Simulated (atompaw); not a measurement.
What one change does to a pseudopotential (Pd, PAW (atompaw))

```
Element                 : Pd (Z = 46)
Generator               : atompaw 4.2.0.5
Type                    : PAW
Functional              : PBE
Relativity              : scalar-relativistic
Frozen core             : [Kr]
Valence charge          : 10
Reference configuration : 4d10 5s0 5p0
Partial waves           : 5s (bound, empty): rc 3.00 bohr; 5s channel at 4.5 Ry: rc 3.00 bohr; 5p (bound, empty): rc 3.00 bohr; 5p channel at 2.7 Ry: rc 3.00 bohr; 4d (bound): rc 3.00 bohr; 4d channel at 0.3 Ry: rc 3.00 bohr
Local potential         : bessel scheme, radius 2.70 bohr
Core correction         : smooth core density matched at 1.75 bohr
Augmentation charge     : sinc compensation charge, radius 2.85 bohr; PAW radius 3.00 bohr; waves and projectors: custom polynom2 7 10 vanderbiltortho
```

All-electron outer shells of the reference configuration (PBE, scalar-relativistic, ld1.x):

```
shell  level (eV)  outermost node (bohr)  outermost maximum (bohr)
   4s      -85.33                   0.45                      0.85
   4p      -51.20                   0.46                      0.91
   4d       -4.05                   0.45                      1.10
   5s       -3.32                   1.15                      2.67
   5p       -0.31                   1.32                      4.52
```

Change: all radii scaled by about 1.29 (s 3.86, p 3.86, d 3.86 bohr); local potential bessel scheme, radius 3.48 bohr; augmentation sinc compensation charge, radius 3.68 bohr; PAW radius 3.86 bohr; waves and projectors: custom polynom2 7 10 vanderbiltortho; core correction smooth core density matched at 2.26 bohr.

Cutoffs: the cutoffs (Ry, on a coarse ladder) from which the occupation-weighted sum of valence levels, in a spherical-Bessel basis at the reference potential, stays within 10 and 1 mRy of its value at 400 Ry; they do not see the model core or the augmentation charge, which bear on the density cutoff.

Question: What does the change do?

Answer: The potential gets softer (21 Ry and 45 Ry → 10 Ry and 21 Ry); neither file shows a bound ghost. A larger radius leaves more room for a smooth pseudo-wave, so fewer plane waves are needed.

| quantity | base | changed |
| --- | --- | --- |
| cutoff, loose | 21 Ry | 10 Ry |
| cutoff, tight | 45 Ry | 21 Ry |
| bound ghosts | none | none |
| lowest overlap eigenvalue by channel | s 0.60, p 0.85, d 0.96 | s 0.32, p 0.72, d 1.00 |

 The cutoffs see the waves, projectors and local potential, not the compensation charge or the core.
